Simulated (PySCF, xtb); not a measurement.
WOF2, SMILES [O]=[W]([F])[F] (connectivity only; charge and spin as stated), neutral, multiplicity 3.

Harmonic wavenumbers (cm⁻¹) from xtb with GFN2-xTB at its own minimum, in rising order: 118, 131, 168, 431, 460, 872.

**Question.** What does PBE-D3(BJ)/def2-TZVP (PySCF) give at its own minimum? (Estimate from the structure and the level; the computed values follow.)

**Answer.** 131, 159, 178, 631, 652, 1014. Paired by order, the mean absolute difference is 98 cm⁻¹ and the zero-point energies are 3.1 and 4.0 kcal/mol.
